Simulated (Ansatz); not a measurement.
The cluster Au₃O⁺, relaxed as a singlet with RKS r2SCAN-D4/def2-SVP in Ansatz, starting from the GFN2-xTB geometry. Force threshold 0.02 eV/Å.

In the def2 sets Au takes a core potential; there is no spin–orbit coupling. The structure comes from a short search, and lower isomers may exist.

Start:

```xyz
4

Au   -1.5421    0.3484    1.2807
Au    0.2731    1.3066   -0.6074
Au    0.9706   -1.3392   -1.1871
O     0.2984   -0.3157    0.5139
```

Problem. Estimate the energy that the relaxation releases and the steps that it takes.

Solution. 0.17 eV, in 6 steps; 14 s on 4 threads of Arm Neoverse V2 on a shared host. No frequencies were taken in this run, so the end may be a saddle point.

Problem. Does the start keep its bonding and symmetry?

Solution. By distances, no bond broke or formed. The bond that changes most is Au1–O4, from 2.10 to 2.03 Å (atoms count from 1). The end is the same structure that another start reached, the lowest one found. Point group Cs at the start, C3v at the end, both within 0.05 Å.

Problem. Predict the relaxed structure.

Solution. 
```xyz
4

Au   -1.488   -0.137    1.135
Au    0.486    1.689   -0.658
Au    0.591   -1.531   -0.909
O     0.411   -0.020    0.432
```
Bond lengths (bridged metal pairs left out): 3 × Au–O 2.03 Å.
